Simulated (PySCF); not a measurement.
Correlation energy of Bi⁴⁷⁺ (bismuth, charge +47)

Starting occupation: [Kr]. Computed with PySCF 2.14 in an uncontracted even-tempered set (16 s from 6.6 bohr⁻², ratio 2.8; 14 p from 8.5 bohr⁻², ratio 2.8; 8 d from 15 bohr⁻², ratio 2.8; 4 f from 40 bohr⁻², ratio 3), with X2C-1e with screened-nucleus spin-orbit coupling, Gaussian nucleus. Frozen: [Ne]; 26 electrons correlated; the 78 highest virtual spinors left out.

MP2 pair energies summed by pair of shells (mhartree):

```csv
pair,energy,share (%)
3d3/2-3d5/2,-182.09,16.2
3d5/2-3d5/2,-129.31,11.5
4p3/2-4p3/2,-105.49,9.4
4p1/2-4p3/2,-92.08,8.2
3d5/2-4p3/2,-69.50,6.2
3d3/2-3d3/2,-56.15,5.0
3d5/2-3p3/2,-51.22,4.6
3d3/2-4p3/2,-45.05,4.0
3d5/2-4p1/2,-42.12,3.7
3d3/2-3p3/2,-35.08,3.1
3d3/2-4p1/2,-26.82,2.4
3d5/2-3p1/2,-23.83,2.1
4p1/2-4p1/2,-23.57,2.1
3d5/2-3s1/2,-19.87,1.8
3p3/2-3p3/2,-19.65,1.7
3d5/2-4s1/2,-19.25,1.7
3p3/2-4p3/2,-19.10,1.7
3p1/2-3p3/2,-18.79,1.7
3d3/2-3p1/2,-15.86,1.4
3d3/2-3s1/2,-13.62,1.2
3d3/2-4s1/2,-12.49,1.1
3p3/2-4p1/2,-12.42,1.1
4p3/2-4s1/2,-12.14,1.1
3p3/2-4s1/2,-10.51,0.9
3p3/2-3s1/2,-9.80,0.9
4s1/2-4s1/2,-9.46,0.8
3p1/2-4p3/2,-8.09,0.7
4p1/2-4s1/2,-7.64,0.7
3p1/2-3s1/2,-5.39,0.5
3s1/2-4p3/2,-5.24,0.5
```

Total MP2 correlation energy: -1125.2 mhartree.

At this charge the one-electron X2C treatment keeps the bare 1/r₁₂, with no two-electron picture change or Breit term. The effect here is smaller than on the frozen 1s shell.
